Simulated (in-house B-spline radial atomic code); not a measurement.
**Cd3+: [Ar] 3d10 4s1 4p6 4d10 (with a hole in an inner shell)**

Computed with a B-spline radial code for spherical atoms: Dirac-Kohn-Sham B3LYP, spherical fractional occupations, Fermi nucleus of rms radius 4.6087 fm.

Effective charges: Z_r = [3n² - l(l+1)]/(2<r>) from the radius, Z_e = n√(-2ε) from the energy, and Slater's rules. Values are occupation-weighted means over j. An effective charge above Z reflects the relativistic contraction of the inner shells.

```
shell  electrons   ε (eV)  <r> (bohr)    Z_r    Z_e  Slater
   1s          2   -26622      0.0304  49.35  44.23   47.70
   2s          2  -4003.2      0.1312  45.72  34.31   43.85
   2p          6  -3599.5      0.1147  43.60  32.53   43.85
   3s          2  -785.91      0.3578  37.73  22.80   36.75
   3p          6  -652.29      0.3564  35.07  20.77   36.75
   3d         10  -440.94      0.3344  31.40  17.08   26.85
   4s          1  -145.75       0.875  27.43  13.09   20.60
   4p          6  -107.66      0.9481  24.26  11.25   20.60
   4d         10  -49.008       1.183  17.76   7.59    9.85
```

The least bound orbital is 4d5/2 at -48.68 eV, and it is also the most diffuse (<r> = 1.188 bohr). The part-filled 4s shell lies below the filled 4d shell in orbital energy.

Spin-orbit splittings of the orbital energies (j = l + 1/2 above j = l - 1/2 when positive): 2p 192.8 eV, 3p 34.65 eV, 3d 7.025 eV, 4p 6.071 eV, 4d 0.8123 eV.

For the 1s electron the small component carries 3.1 % of the norm, the zero-frequency Breit interaction raises the level by 59.35 eV, self-energy by 33.37 eV, and vacuum polarisation lowers it by 4.255 eV.

Caution: exact exchange at fractional occupations of open shells leaves self-interaction of up to several eV.
